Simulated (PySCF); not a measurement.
C₄H₇FO₃S.
Atom-mapped SMILES: `[CH3:1][O:2]/[C:3]([F:4])=[CH:5]/[S:6]([CH3:7])(=[O:8])=[O:9]` (hydrogens: H10, H11, H12 on C1; H13 on C5; H14, H15, H16 on C7)

The same species was optimised twice, with GFN2-xTB and with PBE0-D3(BJ)/def2-SVP (PySCF), and the same property calculations (PySCF, gas phase) were run on both structures.

| coordinate | GFN2-xTB | PBE0-D3(BJ)/def2-SVP | change |
| --- | --- | --- | --- |
| C5–S6 (Å) | 1.790 | 1.756 | -0.034 |
| C3–F4 (Å) | 1.345 | 1.316 | -0.029 |
| S6–C7 (Å) | 1.813 | 1.786 | -0.027 |
| S6=O8 (Å) | 1.434 | 1.459 | +0.025 |
| S6=O9 (Å) | 1.435 | 1.459 | +0.024 |
| C3=C5 (Å) | 1.326 | 1.343 | +0.017 |
| O2–C3 (Å) | 1.325 | 1.315 | -0.010 |
| C1–O2 (Å) | 1.423 | 1.420 | -0.003 |
| C3–C5–S6 (°) | 120.5 | 123.7 | +3.2 |
| O8–S6–O9 (°) | 118.2 | 121.3 | +3.1 |
| F4–C3–C5 (°) | 119.9 | 122.4 | +2.5 |
| O2–C3–C5 (°) | 125.5 | 123.3 | -2.2 |
| C7–S6–O8 (°) | 109.0 | 107.0 | -2.0 |
| C7–S6–O9 (°) | 108.5 | 107.0 | -1.5 |
| C1–O2–C3 (°) | 118.3 | 119.5 | +1.2 |
| C5–S6–O9 (°) | 107.0 | 105.9 | -1.1 |
| C1–O2–C3–F4 (°) | 5 | 9 | +4 |
| C3–C5–S6–C7 (°) | 66 | 83 | +17 |

Rotational constants: A = 3314, B = 789.1, C = 748.7 MHz (GFN2-xTB) against A = 3305, B = 769.1, C = 729.8 MHz (PBE0-D3(BJ)/def2-SVP). Point groups within 0.08 Å: C1 and C1.

On the GFN2-xTB structure: HOMO (eV) -7.59 [PBE0/pcSseg-1]; LUMO (eV) -0.37 [PBE0/pcSseg-1]; dipole (D) 6.47 [PBE0/pcSseg-1]; GIAO shielding of C1 (ppm) 131.1 [PBE0/pcSseg-1]; GIAO shielding of O2 (ppm) 222.1 [PBE0/pcSseg-1]; GIAO shielding of C3 (ppm) 14.2 [PBE0/pcSseg-1]; GIAO shielding of F4 (ppm) 249.5 [PBE0/pcSseg-1]; GIAO shielding of C5 (ppm) 87.3 [PBE0/pcSseg-1]; GIAO shielding of S6 (ppm) 218.8 [PBE0/pcSseg-1]; GIAO shielding of C7 (ppm) 136.3 [PBE0/pcSseg-1]; GIAO shielding of O8/O9 (mean) (ppm) 103.6 [PBE0/pcSseg-1].

Problem. What do these properties become on the PBE0-D3(BJ)/def2-SVP structure?

Solution. 
| property | level | on GFN2-xTB | on PBE0-D3(BJ)/def2-SVP | change |
| --- | --- | --- | --- | --- |
| HOMO (eV) | PBE0/pcSseg-1 | -7.59 | -7.60 | -0.01 |
| LUMO (eV) | PBE0/pcSseg-1 | -0.37 | -0.47 | -0.10 |
| dipole (D) | PBE0/pcSseg-1 | 6.47 | 6.41 | -0.06 |
| energy, GFN2-xTB geometry as zero (kcal/mol) | PBE0/pcSseg-1 | 0.0 | -2.9 | -2.9 |
| GIAO shielding of C1 (ppm) | PBE0/pcSseg-1 | 131.1 | 130.7 | -0.4 |
| GIAO shielding of O2 (ppm) | PBE0/pcSseg-1 | 222.1 | 218.1 | -4.0 |
| GIAO shielding of C3 (ppm) | PBE0/pcSseg-1 | 14.2 | 15.9 | +1.7 |
| GIAO shielding of F4 (ppm) | PBE0/pcSseg-1 | 249.5 | 250.1 | +0.6 |
| GIAO shielding of C5 (ppm) | PBE0/pcSseg-1 | 87.3 | 93.2 | +5.9 |
| GIAO shielding of S6 (ppm) | PBE0/pcSseg-1 | 218.8 | 211.7 | -7.1 |
| GIAO shielding of C7 (ppm) | PBE0/pcSseg-1 | 136.3 | 134.3 | -2.0 |
| GIAO shielding of O8/O9 (mean) (ppm) | PBE0/pcSseg-1 | 103.6 | 99.9 | -3.7 |

The heavy atoms differ by 0.197 Å rms after alignment. Among bonds between heavy atoms C5–S6 changes most (-0.034 Å). Changes are differences of the printed values. Neither structure is proved a minimum here.

Conformer computed: `[CH3:1][O:2]/[C:3]([F:4])=[CH:5]/[S:6]([CH3:7])(=[O:8])=[O:9]`: C1–O2–C3–F4 9°, C3–C5–S6–C7 83°.
